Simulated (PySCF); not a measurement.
MnBr₂: from structure and modes to constants

Level of theory: PySCF, UPBE0, basis Mn def2-SVP, Br def2-SVP (no relativity, density fitting).

The sextet minimum has D∞h symmetry. Masses (u): Mn 54.93805, Br 78.91834.

```xyz
3
charge 0 multiplicity 6, angstrom
Mn    0.0000    0.0000    0.0000
Br    2.3305    0.0000    0.0000
Br   -2.3305    0.0000    0.0000
```

Harmonic wavenumbers (cm⁻¹): 62.2 (πu, ×2), 205.7 (σg+, ×1), 394.5 (σu+, ×1).

Task: Find the principal moments of inertia and the rotational constants. What kind of rotor is it?

Result: About the centre of mass I = 857.27 u Å². With B = 16.8576/I this gives 0.01966 cm⁻¹. The molecule is linear.

Task: What is the harmonic zero-point energy?

Result: Half the sum of all 4 wavenumbers, 725/2 = 362 cm⁻¹, which is 4.3 kJ/mol (1 cm⁻¹ = 0.0119627 kJ/mol).

Task: Find the vibrational entropy and heat capacity at 298.15 K.

Result: With u = 1.43878 ω/T, each mode gives S = R[u/(eᵘ−1) − ln(1−e⁻ᵘ)] and C = R u² eᵘ/(eᵘ−1)².
| ω (cm⁻¹) | u | S (J/(mol K)) | C (J/(mol K)) |
| --- | --- | --- | --- |
| 62.2 (×2) | 0.300 | 18.35 | 8.25 |
| 205.7 | 0.993 | 8.71 | 7.66 |
| 394.5 | 1.904 | 4.11 | 6.20 |
The sums over all modes are S = 49.5 and C = 30.4 J/(mol K); the softest mode gives 37 % of the entropy (each member, where degenerate).

Task: Give the standard entropy (298.15 K, 1 bar) by its translational, rotational, vibrational and spin parts, and Cp.

Result: Sackur–Tetrode with M = 212.77 u gives 175.7; rotation with symmetry number 2 gives 79.6; vibration 49.5; spin R ln 6 = 14.9. The total is 319.7 J/(mol K), and Cp = 7/2 R + 30.4 = 59.5 J/(mol K).

Task: Find the bond force constant k and the stretch–stretch coupling k′ of the valence force field.

Result: For linear XMX, 4π²c²ω(σg)² = (k + k′)/mX and 4π²c²ω(σu)² = (k − k′)(1 + 2mX/mM)/mX. So k + k′ = 1.968 and k − k′ = 1.869 mdyn/Å, giving k = 1.918 and k′ = 0.050 mdyn/Å.

Other isomers or separated fragments may lie lower. Other spin states or occupations of the open shell can lie lower.
